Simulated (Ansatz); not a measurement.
System: WCl, charge 0, multiplicity 6. The spin state was set by rule; other spins were not relaxed. SMILES: [W][Cl]
Coordinates optimised at B3LYP-D3(BJ)/def2-TZVP (Ansatz, a first-principles code):
```xyz
2

W      0.0000     0.0000    -0.4289
Cl     0.0000     0.0000     1.8669
```
Charge 0, spin multiplicity 6.

Computed values are from Ansatz. Cores are frozen in the correlated levels unless marked. UHF or UKS for open shells. No spin-orbit coupling. Frozen are the shells of the preceding noble gas and the d and f shells that filled before the atom's block. Past Kr the def2 sets carry scalar-relativistic core potentials. CBS marks a two-point X^-3 extrapolation of the correlation energy; Hartree-Fock from the larger set.

```json
{
 "atomisation energy De": "430.4 kJ/mol at CCSD(T)/CBS(def2-TZVPPD,def2-QZVPPD)",
 "vertical ionisation energy (to the quintet)": "8.15 eV at CCSD(T)/CBS(def2-TZVPPD,def2-QZVPPD)",
 "total_energy": "-526.3144 Eh at CCSD(T)/CBS(def2-TZVPPD,def2-QZVPPD)",
 "dipole_moment": "3.76 D at CCSD(T)/def2-SVPD",
 "T1 diagnostic": "0.021 at CCSD/def2-QZVPPD"
}
```
